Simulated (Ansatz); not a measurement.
C₃H₁₀O₃Sn, charge -1, doublet, at the geometry of the source list (a state made from the parent by changing its charge; the spin is typed, not shown lowest) (all electrons, no relativity) (a gas-phase anion, which may not be bound at this level), with bond 9-1 at 1.25 times its length; HF/STO-3G (Ansatz, a first-principles code).

Input for Ansatz:
Ansatz 0.2 input:
```yaml
crystal:
  periodic: [false, false, false]
  atoms:
    - {symbol: C, position_ang: [-1.06780000, -1.50970000, -0.60420000]}
    - {symbol: C, position_ang: [-1.05330000, -0.20420000, 0.15260000]}
    - {symbol: C, position_ang: [-1.64180000, 0.94380000, -0.63140000]}
    - {symbol: Sn, position_ang: [1.05710000, 0.27300000, 0.71610000]}
    - {symbol: O, position_ang: [2.25900000, -0.03880000, -0.85760000]}
    - {symbol: O, position_ang: [1.84290000, -0.86720000, 2.13940000]}
    - {symbol: O, position_ang: [1.48370000, 2.14480000, 1.24820000]}
    - {symbol: H, position_ang: [-0.51280000, -1.42520000, -1.53370000]}
    - {symbol: H, position_ang: [-0.52755000, -2.51732500, 0.13230000]}
    - {symbol: H, position_ang: [-2.09830000, -1.77410000, -0.84040000]}
    - {symbol: H, position_ang: [-1.54900000, -0.30860000, 1.12010000]}
    - {symbol: H, position_ang: [-2.69330000, 0.73690000, -0.82900000]}
    - {symbol: H, position_ang: [-1.13410000, 1.06360000, -1.58610000]}
    - {symbol: H, position_ang: [-1.57950000, 1.87960000, -0.07820000]}
    - {symbol: H, position_ang: [3.17060000, 0.20830000, -0.71270000]}
    - {symbol: H, position_ang: [2.45990000, -1.52100000, 1.80480000]}
    - {symbol: H, position_ang: [1.69250000, 2.71460000, 0.50700000]}
basis:
  gaussian:
    orbitals: STO-3G
hamiltonian:
  xc: hf
total_charge: -1
magnetization: {spin_polarized: true, initial_magnetization: 1}
```

Write the output that Ansatz gives for this input, abridged.


```
Functional definition: HF
940 factors; integrals over basis functions are off by at most 4.2e-5 eV
mean field evaluation 1: about -171495.5864 eV, gradient 2.6e1 eV
mean field evaluation 2: about -171495.9940 eV, gradient 2.6e1 eV
mean field evaluation 4: about -171501.4643 eV, gradient 1.9e0 eV
mean field evaluation 8: about -171501.5637 eV, gradient 9.9e-2 eV
mean field evaluation 16: about -171500.6537 eV, gradient 4.2e0 eV
mean field -171501.56071959 eV, -6302.5661085119 hartree, gradient 1.6e-5 eV, S^2 0.782241; 0 other end points of the search recorded, 0 dependent functions left out
reference -171501.56071959 eV, -6302.5661085119 hartree; 52, 51 occupied and 15, 16 virtual orbitals, 940 factors
Total energy: -171501.56071959 eV, -6302.5661085119 hartree
```
